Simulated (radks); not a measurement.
The numbers below are computed, except where a source is named.
Os7+, configuration [Xe] 4f14 5d1.

Level of theory: scalar-relativistic Kohn-Sham, LDA (Slater exchange, Perdew-Wang correlation), spin-polarised, spherical densities, point nucleus; open shells are filled with parallel spins first (spin-orbit coupling, left out, can overturn this in heavy ions) (a radial shooting solver on a logarithmic mesh with Libxc functionals).

Energy parts (eV):
| part | energy |
|---|---|
| total | -468925.01 |
| kinetic | 519776.70 |
| electron-nucleus | -1155674.97 |
| Hartree | 175817.75 |
| exchange-correlation | -8844.48 |

Orbitals (lengths in bohr, moments of r in powers of bohr; r(90%) holds 90 % of the orbital's charge):
1s up: occ. 1; eigenvalue (eV) -73919.95; <r> 0.01774; r(90%) 0.0324
1s down: occ. 1; eigenvalue (eV) -73919.95; <r> 0.01774; r(90%) 0.0324
2s up: occ. 1; eigenvalue (eV) -12957.98; <r> 0.07493; r(90%) 0.116
2s down: occ. 1; eigenvalue (eV) -12957.89; <r> 0.07493; r(90%) 0.116
2p up: occ. 3; eigenvalue (eV) -11299.75; <r> 0.06729; r(90%) 0.110
2p down: occ. 3; eigenvalue (eV) -11299.67; <r> 0.06729; r(90%) 0.110
3s up: occ. 1; eigenvalue (eV) -3091.108; <r> 0.1940; r(90%) 0.284
3s down: occ. 1; eigenvalue (eV) -3091.066; <r> 0.1940; r(90%) 0.284
3p up: occ. 3; eigenvalue (eV) -2604.326; <r> 0.1946; r(90%) 0.291
3p down: occ. 3; eigenvalue (eV) -2604.281; <r> 0.1946; r(90%) 0.291
3d up: occ. 5; eigenvalue (eV) -2059.958; <r> 0.1762; r(90%) 0.273
3d down: occ. 5; eigenvalue (eV) -2059.892; <r> 0.1762; r(90%) 0.273
4s up: occ. 1; eigenvalue (eV) -729.6417; <r> 0.4320; r(90%) 0.620
4s down: occ. 1; eigenvalue (eV) -729.5515; <r> 0.4320; r(90%) 0.620
4p up: occ. 3; eigenvalue (eV) -569.8982; <r> 0.4596; r(90%) 0.668
4p down: occ. 3; eigenvalue (eV) -569.8068; <r> 0.4596; r(90%) 0.667
4d up: occ. 5; eigenvalue (eV) -371.6206; <r> 0.4889; r(90%) 0.732
4d down: occ. 5; eigenvalue (eV) -371.5096; <r> 0.4888; r(90%) 0.731
5s up: occ. 1; eigenvalue (eV) -188.1245; <r> 0.9833; r(90%) 1.40
5s down: occ. 1; eigenvalue (eV) -187.4367; <r> 0.9817; r(90%) 1.40
4f up: occ. 7; eigenvalue (eV) -150.8688; <r> 0.5507; r(90%) 0.896
4f down: occ. 7; eigenvalue (eV) -150.6913; <r> 0.5498; r(90%) 0.894
5p up: occ. 3; eigenvalue (eV) -145.3296; <r> 1.112; r(90%) 1.59
5p down: occ. 3; eigenvalue (eV) -144.4938; <r> 1.110; r(90%) 1.59
5d up: occ. 1; eigenvalue (eV) -93.6793; <r> 1.381; r(90%) 2.01
5d down: occ. 0; eigenvalue (eV) -92.6920; <r> 1.380; r(90%) 2.01
6s up: occ. 0; eigenvalue (eV) -76.7154; <r> 2.020; r(90%) 2.82
6s down: occ. 0; eigenvalue (eV) -75.8935; <r> 2.028; r(90%) 2.83
6p up: occ. 0; eigenvalue (eV) -63.2835; <r> 2.286; r(90%) 3.20
6p down: occ. 0; eigenvalue (eV) -62.6231; <r> 2.300; r(90%) 3.22

The highest occupied level is 5d up at -93.679 eV. Summed over all electrons, <r^2> = 23.18 bohr^2, which gives a Langevin (diamagnetic) susceptibility term of -18.4 x 10^-6 cm^3/mol. Spin moment in Bohr magnetons: 1. For comparison, the ionisation energy in NIST's Atomic Spectra Database is 102.0 eV (semi-empirical). In exact Kohn-Sham theory the highest level is minus the ionisation energy, but local and semilocal functionals leave it too shallow, through self-interaction and a potential that decays too fast; potentials with the right tail come closer. The density falls to 0.001 e/bohr^3 at r = 2.61 bohr.
